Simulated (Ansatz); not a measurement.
```yaml
crystal:
  periodic: [false, false, false]
  atoms:
    - {symbol: O, position_ang: [3.730989, 2.585786, -0.092286]}
    - {symbol: Ga, position_ang: [2.896148, -0.539539, 0.745439]}
    - {symbol: Cl, position_ang: [5.693431, -3.029533, 2.097542]}
    - {symbol: O, position_ang: [-0.241080, -1.650041, 0.481637]}
    - {symbol: Si, position_ang: [-2.964691, -0.507761, -0.423145]}
    - {symbol: H, position_ang: [2.319312, 3.563096, -0.684485]}
    - {symbol: H, position_ang: [-2.687794, 2.185448, -1.225080]}
    - {symbol: H, position_ang: [-3.946651, -1.986589, -2.596359]}
    - {symbol: H, position_ang: [-4.799645, -0.620848, 1.696757]}
basis:
  gaussian: {orbitals: def2-SVP}
hamiltonian: {xc: {name: BHLYP}, dispersion: d3bj}
```

```sh
$ ansatz run in.yaml --threads 4 --pin off --events-out ev --progress --plain --max-ram 10444MiB
```

It prints (some lines left out):

```
Functional definition: BHLYP
1113 factors; integrals over basis functions are off by at most 9.5e-4 eV
mean field evaluation 1: about -76837.5223 eV, gradient 1.1e2 eV
mean field evaluation 2: about -76319.7252 eV, gradient 2.4e2 eV
mean field evaluation 4: about -76542.7218 eV, gradient 1.9e2 eV
mean field evaluation 8: about -76767.3641 eV, gradient 1.3e2 eV
mean field evaluation 16: about -76888.8588 eV, gradient 1.8e0 eV
mean field evaluation 32: about -76889.2390 eV, gradient 3.0e-3 eV
mean field -76889.23901416 eV, -2825.6274163721 hartree, gradient 6.8e-6 eV, S^2 0.000000; 6 other end points of the search recorded, 0 dependent functions left out
reference -76889.23933813 eV, -2825.6274282780 hartree; 41, 41 occupied and 75, 75 virtual orbitals, 1113 factors
Total energy: -76889.45156471 eV, -2825.6352274609 hartree
```

**Question.** What is wrong with this run?

**Answer.** The coordinates are in bohr but typed as ångström. The calculation finished and met its thresholds. The result belongs to that input, not to the molecule as meant.
